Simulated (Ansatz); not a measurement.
`CN(C)c1ccc(C#Cc2ccc(C#Cc3ccc(C#Cc4ccc(C#CC#N)cc4)cc3)cc2)cc1`, relaxed as a singlet with RKS r2SCAN-D4/def2-SVP in Ansatz, starting from the GFN2-xTB geometry. Force threshold 0.03 eV/Å.

Single mean-field runs in def2-SVP are fitted with def2-universal-jkfit.

Start:

```xyz
59

C   -11.674    5.046   -0.044
N   -11.085    4.314    1.052
C   -11.642    4.533    2.365
C    -9.807    3.816    0.930
C    -9.118    3.289    2.032
C    -7.854    2.759    1.903
C    -7.209    2.733    0.666
C    -5.900    2.220    0.540
C    -4.770    1.803    0.435
C    -3.455    1.301    0.310
C    -3.239    0.017   -0.200
C    -1.959   -0.480   -0.319
C    -0.864    0.300    0.060
C     0.447   -0.209   -0.065
C     1.570   -0.643   -0.173
C     2.879   -1.155   -0.295
C     3.395   -2.007    0.684
C     4.674   -2.506    0.567
C     5.461   -2.165   -0.536
C     6.771   -2.678   -0.657
C     7.891   -3.117   -0.757
C     9.200   -3.633   -0.876
C     9.456   -4.710   -1.729
C    10.731   -5.215   -1.847
C    11.779   -4.651   -1.111
C    13.080   -5.165   -1.229
C    14.205   -5.609   -1.329
C    15.463   -6.107   -1.442
N    16.529   -6.529   -1.538
C    11.525   -3.572   -0.258
C    10.248   -3.070   -0.141
C     4.946   -1.315   -1.517
C     3.668   -0.812   -1.396
C    -1.077    1.584    0.564
C    -2.357    2.078    0.691
C    -7.887    3.249   -0.439
C    -9.150    3.782   -0.310
H   -11.730    4.416   -0.933
H   -11.109    5.954   -0.291
H   -12.689    5.335    0.221
H   -12.662    4.900    2.267
H   -11.067    5.263    2.947
H   -11.681    3.595    2.921
H    -9.569    3.292    3.011
H    -7.351    2.362    2.773
H    -4.087   -0.584   -0.495
H    -1.792   -1.473   -0.710
H     2.782   -2.270    1.534
H     5.077   -3.164    1.323
H     8.644   -5.143   -2.294
H    10.933   -6.048   -2.504
H    12.338   -3.140    0.308
H    10.047   -2.237    0.516
H     5.559   -1.055   -2.368
H     3.267   -0.153   -2.152
H    -0.227    2.185    0.856
H    -2.522    3.071    1.084
H    -7.408    3.239   -1.407
H    -9.625    4.178   -1.193
```

**Question.** Estimate the energy that the relaxation releases and the steps that it takes.

**Answer.** 12.2 kcal/mol, in 24 steps; 1.7 min on 2 threads of AMD EPYC 7R13 on a shared host and a share (18 GiB) of an NVIDIA H100 80GB HBM3. The force fell under the threshold at step 22, but the optimiser went on. No frequencies were taken in this run, so the end may be a saddle point.

**Question.** Does the start keep its bonding?

**Answer.** By distances, no bond broke or formed. The bond that changes most is C28–N29, from 1.15 to 1.17 Å (atoms count from 1).

**Question.** Predict the relaxed structure.

**Answer.** 
```xyz
59

C   -11.994    4.578   -0.086
N   -11.143    4.460    1.078
C   -11.626    4.886    2.373
C    -9.876    3.944    0.952
C    -9.010    3.835    2.073
C    -7.731    3.315    1.941
C    -7.238    2.872    0.691
C    -5.932    2.342    0.562
C    -4.798    1.885    0.452
C    -3.491    1.359    0.325
C    -3.032    0.841   -0.913
C    -1.751    0.327   -1.037
C    -0.867    0.307    0.070
C     0.443   -0.215   -0.057
C     1.579   -0.666   -0.166
C     2.890   -1.183   -0.290
C     3.779   -1.175    0.813
C     5.065   -1.680    0.692
C     5.519   -2.217   -0.537
C     6.832   -2.731   -0.661
C     7.970   -3.175   -0.767
C     9.284   -3.687   -0.888
C     9.739   -4.227   -2.116
C    11.026   -4.728   -2.237
C    11.910   -4.708   -1.131
C    13.223   -5.218   -1.253
C    14.364   -5.660   -1.358
C    15.631   -6.152   -1.474
N    16.720   -6.575   -1.575
C    11.459   -4.169    0.098
C    10.172   -3.669    0.215
C     4.630   -2.227   -1.640
C     3.345   -1.722   -1.519
C    -1.324    0.823    1.307
C    -2.606    1.336    1.432
C    -8.101    2.980   -0.424
C    -9.381    3.500   -0.303
H   -12.210    3.595   -0.544
H   -11.541    5.219   -0.864
H   -12.949    5.030    0.209
H   -12.658    5.243    2.275
H   -11.019    5.709    2.793
H   -11.621    4.058    3.106
H    -9.340    4.163    3.059
H    -7.086    3.243    2.820
H    -3.706    0.851   -1.774
H    -1.409   -0.070   -1.997
H     3.439   -0.762    1.766
H     5.743   -1.667    1.549
H     9.061   -4.245   -2.972
H    11.370   -5.143   -3.187
H    12.138   -4.152    0.954
H     9.828   -3.254    1.166
H     4.971   -2.640   -2.593
H     2.666   -1.734   -2.375
H    -0.651    0.813    2.168
H    -2.948    1.733    2.391
H    -7.747    2.644   -1.402
H   -10.006    3.561   -1.194
```
Bond lengths: 36 × C–C 1.23 to 1.42 Å; 4 × C–N 1.17 to 1.45 Å; 22 × C–H 1.09 to 1.11 Å.
